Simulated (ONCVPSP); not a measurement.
## Reading a pseudo-wave (carbon (C))

Columns: radius, all-electron u(r) and pseudo u(r) of the 2p shell (level -24.12 eV) of carbon in the configuration [He] 2s2 2p0.5; PW91, non-relativistic, ONCV scheme, ONCVPSP 4.0.1.

```json
{"r (bohr)": "0.075", "all-electron": "0.0359", "pseudo": "0.0173"}
{"r (bohr)": "0.150", "all-electron": "0.1165", "pseudo": "0.0672"}
{"r (bohr)": "0.225", "all-electron": "0.2155", "pseudo": "0.1443"}
{"r (bohr)": "0.300", "all-electron": "0.3181", "pseudo": "0.2408"}
{"r (bohr)": "0.375", "all-electron": "0.4158", "pseudo": "0.3475"}
{"r (bohr)": "0.450", "all-electron": "0.5042", "pseudo": "0.4550"}
{"r (bohr)": "0.525", "all-electron": "0.5811", "pseudo": "0.5553"}
{"r (bohr)": "0.600", "all-electron": "0.6460", "pseudo": "0.6424"}
{"r (bohr)": "0.675", "all-electron": "0.6994", "pseudo": "0.7126"}
{"r (bohr)": "0.750", "all-electron": "0.7420", "pseudo": "0.7649"}
{"r (bohr)": "0.825", "all-electron": "0.7742", "pseudo": "0.8002"}
{"r (bohr)": "0.900", "all-electron": "0.7964", "pseudo": "0.8206"}
{"r (bohr)": "0.975", "all-electron": "0.8095", "pseudo": "0.8290"}
{"r (bohr)": "1.050", "all-electron": "0.8145", "pseudo": "0.8282"}
{"r (bohr)": "1.125", "all-electron": "0.8123", "pseudo": "0.8208"}
{"r (bohr)": "1.200", "all-electron": "0.8040", "pseudo": "0.8084"}
{"r (bohr)": "1.275", "all-electron": "0.7906", "pseudo": "0.7925"}
{"r (bohr)": "1.350", "all-electron": "0.7730", "pseudo": "0.7735"}
{"r (bohr)": "1.425", "all-electron": "0.7518", "pseudo": "0.7519"}
{"r (bohr)": "1.500", "all-electron": "0.7280", "pseudo": "0.7280"}
{"r (bohr)": "1.575", "all-electron": "0.7021", "pseudo": "0.7021"}
{"r (bohr)": "1.650", "all-electron": "0.6746", "pseudo": "0.6746"}
{"r (bohr)": "1.725", "all-electron": "0.6462", "pseudo": "0.6462"}
{"r (bohr)": "1.800", "all-electron": "0.6171", "pseudo": "0.6171"}
{"r (bohr)": "1.875", "all-electron": "0.5877", "pseudo": "0.5877"}
{"r (bohr)": "1.950", "all-electron": "0.5584", "pseudo": "0.5584"}
```

(1) How many radial nodes do the two functions have?

(2) At about which radius was the pseudo-wave matched?

(3) Is the pseudo-wave norm-conserving?

Results:

(1) The all-electron 2p function has n − l − 1 = 0; the pseudo-wave has 0.

(2) 1.50 bohr. The columns agree to 0.0005 from 1.35 bohr on; several derivatives are matched, so the curves merge somewhat inside the radius.

(3) Yes: the ONCV scheme keeps the norm inside the radius equal to the all-electron one, which fixes the energy derivative of the logarithmic derivative at the level.
